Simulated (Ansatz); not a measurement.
Reactions of BrHMgO (`[OH][Mg][Br]`).

Gas-phase electronic energies from Ansatz, PBE0-D4/def2-TZVP geometries. CCSD(T)/CBS adds triple-zeta CCSD(T) − MP2 to the extrapolated MP2 energy (def2 sets, frozen cores). This one scheme is used for every species. Functionals use def2-TZVPP. For Br, Mg outer-core shells are correlated without core-valence functions, which leaves a few kJ/mol of doubt a bond. Scalar relativity is left out up to krypton. One conformer a species, not always the lowest.

| reaction | LDA (SPW92) (kJ/mol) | B2PLYP (kJ/mol) | ωB97M-V (kJ/mol) | r2SCAN-D4 (kJ/mol) | CCSD(T)/CBS(def2) (kJ/mol) |
| --- | --- | --- | --- | --- | --- |
| `[OH][Mg][Br]` + CH₃OH → `C[O][Mg][OH]` + HBr | 87 | 92 | 96 | 96 | 92 |
| `[OH][Mg][Br]` + H₂ → `[OH][MgH]` + HBr | 167 | 185 | 182 | 192 | 189 |
| `[OH][Mg][Br]` + CH₃SH → `C[S][Mg][OH]` + HBr | 87 | 98 | 98 | 98 | 95 |
| `[OH][Mg][Br]` + CH₄ → `[CH3][Mg][Br]` + H₂O | 119 | 136 | 130 | 136 | 129 |

Largest T1 diagnostic: 0.011, for `C[O][Mg][OH]`.
